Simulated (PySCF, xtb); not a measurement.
C₄H₁₁NSi, SMILES C/C(=C/[SiH3])CN. The values are those of a single conformer.

Harmonic wavenumbers (cm⁻¹) from GFN2-xTB in xtb 6.7.1 at its own minimum, in rising order: 102, 135, 154, 174, 291, 304, 335, 375, 432, 526, 562, 587, 729, 783, 807, 855, 874, 882, 905, 990, 1019, 1042, 1100, 1130, 1154, 1259, 1293, 1355, 1400, 1471, 1484, 1487, 1542, 1706, 2089, 2223, 2238, 2836, 2928, 2983, 3001, 3042, 3048, 3401, 3433.

### Question
What does B3LYP-D3(BJ)/def2-SVP (PySCF 2.14.0) give at its own minimum? (Estimate from the structure and the level; the computed values follow.)

### Answer
94, 149, 162, 198, 273, 327, 362, 403, 447, 541, 642, 665, 781, 808, 825, 877, 921, 955, 990, 1011, 1020, 1048, 1107, 1146, 1167, 1302, 1329, 1393, 1410, 1452, 1453, 1467, 1624, 1701, 2139, 2200, 2209, 2957, 3009, 3030, 3067, 3124, 3132, 3515, 3600. Paired by order, the mean absolute difference is 42 cm⁻¹ and the zero-point energies are 86.4 and 88.7 kcal/mol.
